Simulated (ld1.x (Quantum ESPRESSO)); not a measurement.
Before and after: TM potential for Cl (Z = 17)

* Element: Cl
* Generator: ld1.x (Quantum ESPRESSO) 7.5
* Type: norm-conserving Troullier–Martins (Kleinman–Bylander form)
* Functional: PBE
* Relativity: scalar-relativistic
* Frozen core: [Ne]
* Valence charge: 7
* Reference configuration: 3s2 3p4.5 (charge +0.5)
* Partial waves: 3s (bound): rc 1.35 bohr; 3p (bound): rc 1.15 bohr; 3d channel at 0.05 Ry: rc 1.20 bohr
* Local potential: the d channel
* Core correction: a·sin(br)/r model core, default radius (core density twice the valence density)

Change: wave 3d channel at 0.05 Ry: rc 1.20 bohr becomes 3d channel at 5.88 Ry: rc 1.20 bohr.

Cutoffs: the cutoffs (Ry, on a coarse ladder) from which the occupation-weighted sum of valence levels, in a spherical-Bessel basis at the reference potential, stays within 10 and 1 mRy of its value at 400 Ry; they do not see the model core or the augmentation charge, which bear on the density cutoff. Errors are all-electron minus pseudo energies relative to the spin-unpolarised reference configuration.

Question: How do hardness, ghosts and transferability respond?

Answer: The potential gets neither clearly harder nor softer (70 Ry and 140 Ry → 70 Ry and 140 Ry); a bound ghost appears in s, which as a rule spoils a file; of the 7 tests that both files solve, the error grows in 6 and shrinks in 0 by more than 15 % and 0.3 meV (median size 3.9 → 9.0 meV); the range in which the s phases agree widens (upper end -0.4 → at the end of the scan); the range in which the p phases agree narrows (upper end 4.6 → 0.2).

```csv
quantity,base,changed
"cutoff, loose",70 Ry,70 Ry
"cutoff, tight",140 Ry,140 Ry
bound ghosts,none,s
"error for 3s2 3p5, meV [ΔE -5.58 eV]",+2.0,+4.2
"error for 3s2 3p4, meV [ΔE 8.29 eV]",+2.0,+4.9
"error for 3s2 3p3, meV [ΔE 33.74 eV]",+33,+61
"error for 3s1 3p6, meV [ΔE 6.57 eV]",+0.6,+0.7
"error for 3s1 3p5, meV [ΔE 21.00 eV]",+5.9,+18
"error for 3s2 3p5.3, meV [ΔE -7.72 eV]",+3.9,+9.0
"error for 3s2 3p2, meV [ΔE 72.05 eV]",+139,+198
s: phases at 1.51 bohr within 0.05 rad from the reference energy up to (Ry; the scan ends near 5),-0.4,to the end of the scan
p: phases at 1.51 bohr within 0.05 rad from the reference energy up to (Ry; the scan ends near 5),4.6,0.2
d: phases at 1.51 bohr within 0.05 rad from the reference energy up to (Ry; the scan ends near 5),to the end of the scan,to the end of the scan
```

 A true bound ghost makes a file unfit for plane-wave use even where its test errors are small: the radial tests pick states by their node count and pass the ghost by.
